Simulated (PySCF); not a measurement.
C₄H₅Si, SMILES C1=CC=[C][SiH2]1, multiplicity 2.

Coordinates come from a PBE0-D3(BJ)/def2-SVP optimisation. The isomer is the one that the SMILES or the coordinates give; other isomers of the formula were not compared.

The numbers are results of PySCF with r2SCAN/def2-TZVP, not measurements.

The molecule is in vacuum.

The total energy is -444.74449 hartree and the point group is Cs. The α spin, highest occupied and lowest empty level is -6.14 and -2.51 eV and the β spin, highest occupied and lowest empty level comes out as -5.98 and -2.99 eV. The dipole moment is 1.13 D, the quadrupole, principal values (traceless, Buckingham form, about the centre of nuclear charge) is -4.52, -0.70, 5.22 D·Å and the mean static polarisability comes out as 67.4 bohr³ (9.99 Å³). The polarisability, principal values is 48.0, 69.0, 85.4 bohr³ and the ⟨S²⟩ is 0.788 (pure state 0.75).
